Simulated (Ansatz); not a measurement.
`N=C([SiH3])CS` + H–F → `FCS` + `N=C[SiH3]`  (substitution at a C–C bond)

Gas-phase electronic energies from Ansatz, PBE0-D4/def2-TZVP geometries. CCSD(T)/CBS adds triple-zeta CCSD(T) − MP2 to the extrapolated MP2 energy (def2 sets, frozen cores). This one scheme is used for every species. Functionals use def2-TZVPP. Each species was taken in one conformer, which may not be the lowest.

```csv
level,ΔE (kcal/mol),difference from CCSD(T)/CBS
LDA (SPW92),18.0,-0.1
revPBE-D4,17.1,-1.0
B2PLYP,14.2,-3.9
revPBE,12.0,-6.1
r2SCAN,14.6,-3.5
BHLYP,11.9,-6.2
RPA@PBE/def2-TZVPP,15.0,-3.1
CCSD(T)/def2-SVP,15.4,-2.7
SCS-MP2/def2-QZVPP,17.7,-0.4
CCSD/CBS(def2),17.0,-1.1
CCSD(T)/CBS,18.1,0
```

Largest T1 diagnostic among the species: 0.012.

From PBE to PBE0 (25 % exact exchange), in def2-TZVPP and without D4, ΔE moves by +1.3 kcal/mol. In def2-TZVPP, CCSD(T) changes the Hartree–Fock value by +7.8 kcal/mol (the triples alone add +1.1 kcal/mol) and MP2 by +11.2 kcal/mol. The D4 term adds +3.5 kcal/mol with B3LYP and +1.9 kcal/mol with PBE0; it sums over pairs of atoms, weighted by their polarisabilities, and B3LYP, whose exchange is more repulsive, gets the larger term.

CCSD(T)/CBS has its own doubt, a few kJ/mol and more with outer-core shells, so smaller differences from it don't rank the levels.

B3LYP here is the variant with VWN-RPA as its local correlation; programs differ in this.
